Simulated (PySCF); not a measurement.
The vertical singlet excitations below were computed for one of the candidates. Level of theory: TDDFT CAM-B3LYP/def2-SVPD, vertical, gas phase, core orbitals frozen in the response (PySCF). Geometries: GFN2-xTB, one conformer each.

```
state  λ (nm)       f
   S1   162.2  0.0016
   S2   157.5  0.0068
   S3   156.1   0.011
   S4   151.1   0.118
   S5   150.0   0.035
   S6   148.8   0.015
   S7   146.1   0.047
   S8   144.0   0.051
```

Triplets computed (Tamm–Dancoff): 7.40, 7.52, 7.62 eV.

Question: Which candidate is it? All have the formula C2H10O2Si2.
A. `C[SiH2]O[Si@H](C)O`
B. `COC[SiH2]O[SiH3]`
C. `CO[SiH2][SiH2]OC`
D. `OCC[SiH2]O[SiH3]`

Answer: A. Its S1, at 7.64 eV, is the highest among the candidates; the nearest of the others has S1 at 7.14 eV. S1 is HOMO→LUMO (77%). Löwdin shares by element: HOMO oxygen 22% or more, carbon 18% or more, silicon 16% or more, hydrogen 12% or more (atoms not listed hold the other 33%); LUMO silicon 34%, oxygen 23% or more, hydrogen 13% or more (atoms not listed hold the other 30%). At the same level the other candidates give, for their lowest levels:
- `CO[SiH2][SiH2]OC`: 212 nm (f 0.027); 189 nm (f 0.003); 183 nm (f 0.014); 175 nm (f 0.033); 169 nm (f 0.010); T1 5.26 eV; HOMO -8.95, LUMO 0.31 eV
- `COC[SiH2]O[SiH3]`: 174 nm (f 0.012); 169 nm (f 0.009); 166 nm (f 0.004); 163 nm (f 0.027); 156 nm (f 0.031); T1 6.88 eV; HOMO -9.15, LUMO 1.06 eV
- `OCC[SiH2]O[SiH3]`: 179 nm (f 0.001); 171 nm (f 0.001); 170 nm (f 0.012); 159 nm (f 0.001); 154 nm (f 0.013); T1 6.65 eV; HOMO -9.23, LUMO 0.93 eV

Conformer computed: `[CH3:1][SiH2:2][O:3][Si@H:4]([CH3:5])[OH:6]`: C1–Si2–O3–Si4 168°, Si2–O3–Si4–C5 -14°, H–O6–Si4–O3 -42°.
